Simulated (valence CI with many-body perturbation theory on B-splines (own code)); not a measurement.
Level structure of Si9+

Calculated by relativistic CI+MBPT: three valence electrons over a frozen Dirac-Fock core [He], radial functions for each j: 11 s, 11 p, 9 d, 7 f, 5 g, 2 h, 1 i, with the one-electron correlation potential Σ1 (screened to all orders), the two-electron term Σ2, the three-electron term Σ3, Breit, model QED; selected single and double excitations, second order for the rest, scaled by the run's own slope (own B-spline code, finite nucleus).

No measured levels were compared; by estimate levels of excited configurations hold to 0.05 to 0.15 % of their energy, terms of the ground configuration to about 0.5 %.

Levels 1 to 45 of 73, with energies above the lowest level, 2s2 2p 2P°_1/2. "Leading %" is the weight of the configuration and term that name the level; weights of strongly mixed levels are sums over their largest components and can fall short.

| No. | Configuration | Term | J | E (cm⁻¹) | Leading % | g | Second component |
| --- | --- | --- | --- | --- | --- | --- | --- |
| 1 | 2s2 2p | 2P° | 1/2 | 0 | 97 | 0.665 |  |
| 2 | 2s2 2p | 2P° | 3/2 | 6988 | 97 | 1.333 |  |
| 3 | 2s 2p2 | 4P | 1/2 | 160880 | 100 | 2.669 |  |
| 4 | 2s 2p2 | 4P | 3/2 | 163360 | 100 | 1.734 |  |
| 5 | 2s 2p2 | 4P | 5/2 | 166920 | 100 | 1.600 |  |
| 6 | 2s 2p2 | 2D | 3/2 | 287910 | 100 | 0.799 |  |
| 7 | 2s 2p2 | 2D | 5/2 | 287930 | 100 | 1.200 |  |
| 8 | 2s 2p2 | 2S | 1/2 | 367850 | 97 | 1.961 |  |
| 9 | 2s 2p2 | 2P | 1/2 | 390240 | 96 | 0.706 |  |
| 10 | 2s 2p2 | 2P | 3/2 | 394220 | 99 | 1.333 |  |
| 11 | 2p3 | 4S° | 3/2 | 509270 | 100 | 2.000 |  |
| 12 | 2p3 | 2D° | 3/2 | 575490 | 99 | 0.802 |  |
| 13 | 2p3 | 2D° | 5/2 | 575510 | 100 | 1.199 |  |
| 14 | 2p3 | 2P° | 1/2 | 646910 | 96 | 0.665 |  |
| 15 | 2p3 | 2P° | 3/2 | 647540 | 96 | 1.331 |  |
| 16 | 2s2 3s | 2S | 1/2 | 1822000 | 93 | 2.002 | 5 % 2p2 3s 2S |
| 17 | 2s2 3p | 2P° | 1/2 | 1902500 | 90 | 0.665 | 5 % 2p2 3p 2P° |
| 18 | 2s2 3p | 2P° | 3/2 | 1904300 | 90 | 1.334 | 5 % 2p2 3p 2P° |
| 19 | 2s2 3d | 2D | 3/2 | 1979200 | 94 | 0.799 | 5 % 2p2 3d 2D |
| 20 | 2s2 3d | 2D | 5/2 | 1979700 | 94 | 1.200 | 5 % 2p2 3d 2D |
| 21 | 2s 2p 3s | 4P° | 1/2 | 1992700 | 98 | 2.668 |  |
| 22 | 2s 2p 3s | 4P° | 3/2 | 1995000 | 98 | 1.733 |  |
| 23 | 2s 2p 3s | 4P° | 5/2 | 1999300 | 98 | 1.600 |  |
| 24 | 2s 2p 3s | 2P° | 1/2 | 2031000 | 95 | 0.667 |  |
| 25 | 2s 2p 3s | 2P° | 3/2 | 2035700 | 94 | 1.334 |  |
| 26 | 2s 2p 3p | 2P | 1/2 | 2064200 | 55 | 0.384 | 42 % 2s 2p 3p 4D |
| 27 | 2s 2p 3p | 2P | 3/2 | 2066400 | 54 | 1.279 | 43 % 2s 2p 3p 4D |
| 28 | 2s 2p 3p | 4D | 1/2 | 2068400 | 57 | 0.284 | 40 % 2s 2p 3p 2P |
| 29 | 2s 2p 3p | 4D | 3/2 | 2069400 | 56 | 1.262 | 40 % 2s 2p 3p 2P |
| 30 | 2s 2p 3p | 4D | 5/2 | 2070600 | 99 | 1.372 |  |
| 31 | 2s 2p 3p | 4D | 7/2 | 2074400 | 99 | 1.429 |  |
| 32 | 2s 2p 3p | 4S | 3/2 | 2085400 | 96 | 1.985 |  |
| 33 | 2s 2p 3p | 4P | 1/2 | 2095200 | 98 | 2.665 |  |
| 34 | 2s 2p 3p | 4P | 3/2 | 2097300 | 96 | 1.738 |  |
| 35 | 2s 2p 3p | 4P | 5/2 | 2099300 | 97 | 1.594 |  |
| 36 | 2s 2p 3p | 2D | 3/2 | 2105500 | 97 | 0.803 |  |
| 37 | 2s 2p 3p | 2D | 5/2 | 2110000 | 96 | 1.205 |  |
| 38 | 2s 2p 3d | 4F° | 3/2 | 2131300 | 99 | 0.404 |  |
| 39 | 2s 2p 3p | 2S | 1/2 | 2132400 | 98 | 1.999 |  |
| 40 | 2s 2p 3d | 4F° | 5/2 | 2132700 | 98 | 1.032 |  |
| 41 | 2s 2p 3d | 4F° | 7/2 | 2134700 | 98 | 1.240 |  |
| 42 | 2s 2p 3d | 4F° | 9/2 | 2137600 | 100 | 1.333 |  |
| 43 | 2s 2p 3d | 4D° | 1/2 | 2150700 | 97 | 0.029 |  |
| 44 | 2s 2p 3d | 4D° | 3/2 | 2150900 | 89 | 1.206 | 5 % 2s 2p 3d 4P° |
| 45 | 2s 2p 3d | 4D° | 5/2 | 2151300 | 75 | 1.376 | 11 % 2s 2p 3d 2D° |

Names give the largest LS component (configuration and term), which can be under half, so a name can repeat, a term be missing and a line seem to break the LS rules; names also repeat where a configuration has a term twice.

The ionisation energy to 2s2 1S_0 of the next ion comes out as 401.34 eV (NIST: 401.38 eV (semi-empirical)). All 73 levels together are meant to be complete up to 2327400 cm⁻¹.
